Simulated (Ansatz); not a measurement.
A structure relaxed at PBE0-D4/def2-TZVP, charge 0, multiplicity 1:

```xyz
7

Cl    0.075    2.020   -1.513
Si    0.635    0.499   -0.279
C    -0.626   -0.719    0.238
Se   -0.052    0.433    1.817
H     2.005    0.082   -0.625
H    -1.667   -0.550   -0.019
H    -0.371   -1.764    0.381
```

(1) Give its formula and SMILES.

(2) Summarise the bond lengths by kind.

Answers

(1) CH3ClSeSi, `Cl[SiH]1C[Se]1`.

(2) 1 × Cl–Si 2.038 Å; 1 × C–Si 1.828 Å; 1 × Se–Si 2.207 Å; 1 × H–Si 1.473 Å; 1 × C–Se 2.037 Å; 2 × C–H 1.085 Å.

All numbers were calculated with Ansatz.
